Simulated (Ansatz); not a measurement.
Total energies of trans-PdCl2(PF3)2 (P₂PdCl₂F₆) from Ansatz at PBE-D4/def2-TZVP, gas phase (1 Eh = 27.2114 eV = 2625.5 kJ/mol). The reference geometry is relaxed at r2SCAN-D4/def2-SVP.

```xyz
11

Pd    0.0026   -0.0005    0.0001
Cl    0.4037    1.8203   -1.3662
P    -0.1386   -1.1292   -1.9323
F     1.1295   -1.1167   -2.8627
F    -1.2442   -0.6660   -2.9507
F    -0.4329   -2.6757   -1.9123
Cl   -0.3995   -1.8213    1.3660
P     0.1389    1.1293    1.9324
F    -1.1341    1.1200    2.8561
F     0.4365    2.6752    1.9129
F     1.2382    0.6646    2.9568
```

| state | geometry | energy (Eh) |
| --- | --- | --- |
| charge 0 singlet | reference | -2329.55956 |
| charge 1 doublet | reference | -2329.21610 |
| charge 1 doublet | relaxed at r2SCAN-D4/def2-SVP | -2329.22668 |
| charge -1 doublet | reference | -2329.62806 |
| charge 0 triplet | relaxed at r2SCAN-D4/def2-SVP | -2329.49518 |
| free Pd atom (singlet) | – | -127.88071 |
| free Cl atom (doublet) | – | -459.95840 |
| free P atom (quartet) | – | -341.10299 |
| free F atom (doublet) | – | -99.66912 |

In the def2 sets Pd takes a core potential; there is no spin–orbit coupling.

**Question.** Work out the vertical ionisation energy to the doublet.

**Answer.** E(charge 1 doublet) − E(charge 0 singlet) = -2329.21610 − (-2329.55956) = 0.34346 Eh = 9.35 eV. For comparison, −ε of the highest occupied level is 6.54 eV at this level, 2.81 eV less.

**Question.** Work out the vertical electron affinity, to the doublet.

**Answer.** E(charge 0 singlet) − E(charge -1 doublet) = -2329.55956 − (-2329.62806) = 0.06850 Eh = 1.86 eV. The basis lacks diffuse functions, which makes affinities too small.

**Question.** Give the fundamental gap IE − EA, the Mulliken electronegativity (IE + EA)/2 and the hardness (IE − EA)/2.

**Answer.** From the values in Eh: IE − EA = 0.34346 − 0.06850 = 0.27496 Eh = 7.48 eV; (IE + EA)/2 = 5.61 eV; (IE − EA)/2 = 3.74 eV. The HOMO–LUMO gap of the same run is 2.11 eV, 5.37 eV smaller than the fundamental gap.

**Question.** How much does the charge 1 doublet relax, and what is the adiabatic ionisation energy?

**Answer.** Relaxation: -2329.21610 − (-2329.22668) = 0.01058 Eh = 0.29 eV. Adiabatic ionisation energy: 0.33288 Eh = 9.06 eV, without zero-point energy. 

**Question.** Which of the charge 0 states is lowest, and how far above it are the others?

**Answer.** The singlet. triplet: -2329.49518 − (-2329.55956) = 0.06438 Eh = 169.0 kJ/mol.

**Question.** What is the binding energy per atom against free atoms?

**Answer.** Atoms: 1 × (-127.88071) + 2 × (-459.95840) + 2 × (-341.10299) + 6 × (-99.66912) = -2328.01821 Eh. Binding: -2328.01821 − (-2329.55956) = 1.54135 Eh = 41.94 eV, or 3.81 eV for each of 11 atoms (no zero-point energy, no counterpoise term).

At PBE-D4/def2-TZVP the highest occupied level of the charge -1 doublet lies above zero (up to 0.73 eV). By energy differences its removal costs 1.86 eV (vertical, to the charge 0 singlet, at PBE-D4/def2-TZVP); self-interaction error and the lack of diffuse functions both raise the level.
